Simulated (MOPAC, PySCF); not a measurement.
[Nb(Cl)(OH)4], neutral singlet in the gas phase. 

Cartesian coordinates (Å):
```xyz
10

Nb    -0.0197     0.1587    -0.8024
Cl     0.6329    -0.5040     1.4914
O     -0.4982     0.6420    -2.5372
H     -0.7158     0.8618    -3.4574
O      0.2233     1.9370    -0.1584
H      0.4935     2.0659     0.7726
O     -1.6482    -0.7486    -0.3997
H     -1.7453    -1.1531     0.4856
O      1.5062    -0.8648    -1.3213
H      2.0287    -1.2930    -0.6136
```
Charge 0, spin multiplicity 1.

All levels are single points at this geometry (BP86-D3(BJ)/def2-SVP); Pople sets use spherical d functions. Orbital energies aren't observables, and empty levels follow the basis.

```csv
level,HOMO (eV),LUMO (eV),gap (eV),dipole (D),"vertical IE, Delta-SCF (eV)"
B3LYP-D3(BJ)/def2-TZVP in PySCF,-8.15,-2.74,5.41,1.64,–
PBE-D3(BJ)/def2-TZVP in PySCF,-6.97,-3.25,3.72,1.72,–
TPSSh-D3(BJ)/def2-TZVP in PySCF,-7.65,-2.91,4.74,1.74,–
B3LYP/6-311+G** (LANL2DZ on Nb) in PySCF,-8.33,-3.27,5.06,1.53,–
B3LYP/6-31G* (LANL2DZ on Nb) in PySCF,-8.01,-2.89,5.11,2.01,10.47
B3LYP/LANL2DZ in PySCF,-8.32,-3.21,5.10,1.42,–
BP86/6-31G* (LANL2DZ on Nb) in PySCF,-6.93,-3.44,3.49,2.08,–
M06-2X/6-31G* (LANL2DZ on Nb) in PySCF,-9.71,-1.93,7.78,1.99,–
PBE/6-31G* (LANL2DZ on Nb) in PySCF,-6.83,-3.33,3.50,2.08,–
SVWN5/6-31G* (LANL2DZ on Nb) in PySCF,-6.99,-3.45,3.54,1.95,–
HF/6-31G* (LANL2DZ on Nb) in PySCF,-11.90,0.53,12.43,1.83,–
PM6 in MOPAC,-10.55,-0.44,10.11,2.15,–
PM7 in MOPAC,-10.63,-0.09,10.54,2.49,–
```
